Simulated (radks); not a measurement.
Question: The germanium ion Ge10+ is in [Ar] 3d4. All-electron calculation, non-relativistic Kohn-Sham, PBE, spin-polarised, spherical densities, point nucleus. Program: a radial shooting solver on a logarithmic mesh with Libxc functionals. Open shells are filled with parallel spins first. One electron is removed from 3d, 3s, 3p, 2p in turn, with full relaxation. Which removal costs least, and what does each cost?

Answer: 3d 289.83 eV; 3p 365.00 eV; 3s 414.42 eV; 2p 1506.6 eV. The 3d electron leaves first.
